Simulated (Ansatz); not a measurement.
C₈H₁₀O, SMILES `Cc1cc(C)cc(O)c1`. Total charge 0; spin multiplicity 1. Geometry: relaxed with PBE0-D4/def2-TZVP. It is one conformer, not always the lowest.

```xyz
19

C     0.837   -1.991    1.613
C     0.226   -0.914    0.770
C     1.005   -0.137   -0.074
C     0.444    0.872   -0.855
C     1.300    1.678   -1.783
C    -0.920    1.103   -0.779
C    -1.712    0.330    0.061
O    -3.041    0.604    0.092
C    -1.144   -0.673    0.831
H     0.360   -2.958    1.428
H     0.720   -1.772    2.678
H     1.903   -2.096    1.408
H     2.075   -0.317   -0.125
H     2.287    1.862   -1.354
H     1.450    1.149   -2.730
H     0.842    2.641   -2.014
H    -1.390    1.883   -1.368
H    -3.471    0.006    0.710
H    -1.771   -1.271    1.489
```

**Question.** What is the dipole moment at PBE/def2-TZVPP? (Estimate.)

**Answer.** Computed: 1.25 D, with components (0.05, -0.96, 0.80) D in this frame, pointing from negative to positive charge.

**Question.** And with r2SCAN, B3LYP, ωB97M-V? (An estimate is asked.)

**Answer.** The calculation gave: r2SCAN 1.29 D, B3LYP 1.31 D, ωB97M-V 1.33 D.

**Question.** Give the Mulliken charges with PBE, ωB97M-V, r2SCAN in def2-TZVPP. (An estimate is asked.)

**Answer.** Computed: 
```tsv
atom	PBE	ωB97M-V	r2SCAN
C1	-0.24	-0.31	-0.14
C2	0.07	0.00	0.11
C3	-0.20	-0.16	-0.24
C4	0.10	0.04	0.14
C5	-0.24	-0.30	-0.14
C6	-0.18	-0.15	-0.20
C7	0.21	0.21	0.28
O8	-0.25	-0.29	-0.32
C9	-0.20	-0.16	-0.22
H10	0.09	0.12	0.06
H11	0.09	0.12	0.06
H12	0.08	0.09	0.04
H13	0.07	0.10	0.07
H14	0.08	0.10	0.05
H15	0.10	0.12	0.07
H16	0.08	0.10	0.05
H17	0.08	0.10	0.08
H18	0.19	0.18	0.21
H19	0.06	0.08	0.05
```

B3LYP here is the variant with VWN-RPA as its local correlation; programs differ in this.
